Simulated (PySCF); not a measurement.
This PySCF input asks for the NMR shieldings of SMILES BNC1CCC1, C4H10BN; the geometry comes from GFN2-xTB.

```python
import basis_set_exchange as bse
import numpy as np
from pyscf import gto, dft
from pyscf.prop import nmr

atoms = """
B     2.678749   -0.048410    0.235135
N     1.374917   -0.052553   -0.210491
C     0.173617    0.035101    0.567850
C    -0.860700    1.100741    0.138288
C    -1.960348    0.028223    0.159468
C    -0.889100   -1.060281    0.322960
H     3.541541   -0.142578   -0.551886
H     2.890132    0.047946    1.383557
H     1.171453   -0.135122   -1.197806
H     0.452945    0.121880    1.618250
H    -0.662682    1.492027   -0.858333
H    -0.991396    1.935019    0.823219
H    -2.568967   -0.040849   -0.739588
H    -2.617520    0.110393    1.022079
H    -0.701069   -1.617242   -0.593503
H    -1.039172   -1.765352    1.136872
"""
names = dict.fromkeys(["B", "N", "C", "H"], "pcSseg-1")
basis = {el: gto.basis.parse(bse.get_basis(n, elements=[el], fmt="nwchem")) for el, n in names.items()}
mol = gto.M(atom=atoms, basis=basis, charge=0, verbose=0)
mf = dft.RKS(mol, xc="PBE0")
mf.grids.level = 2
mf.grids.alignment = dft.numint.BLKSIZE   # the property module wants whole blocks of grid points
mf.conv_tol = 1e-9
mf.kernel()

calc = nmr.RKS(mf)   # GIAO
C = mf.mo_coeff
Co = C[:, mf.mo_occ > 0]
resp = mf.gen_response(singlet=True, hermi=2)
def vind(x):   # induced exchange potential for any number of trial vectors
    d = np.einsum("pi,xij,qj->xpq", C, 2 * x.reshape(-1, C.shape[1], Co.shape[1]), Co, optimize=True)
    return np.einsum("xpq,pi,qj->xij", resp(d - d.transpose(0, 2, 1)), C, Co, optimize=True).ravel()
mo1, _ = nmr.rhf.solve_mo1(calc, with_cphf=vind)
sigma = calc.kernel(mo1)
for i, s in enumerate(sigma):   # ppm
    print("%2d %-2s %9.2f" % (i, mol.atom_pure_symbol(i), np.trace(s) / 3))
```

Problem. Give the expected output.

Solution. 
```
 0 B      66.13
 1 N      89.03
 2 C     129.70
 3 C     152.57
 4 C     173.73
 5 C     152.30
 6 H      27.31
 7 H      27.18
 8 H      26.75
 9 H      27.84
10 H      29.84
11 H      29.10
12 H      29.96
13 H      30.00
14 H      29.86
15 H      29.10
```

These numbers come from an equivalent density-fitted implementation of the same equations, which agrees with the script to about 0.01 ppm for H and up to a few tenths of a ppm for heavy atoms, so last digits may differ.

Size and cost of the density-fitted run: 152 basis functions, 23 s wall time on 1 thread of an Arm Neoverse V1, shared host; peak memory 0.72 GiB.
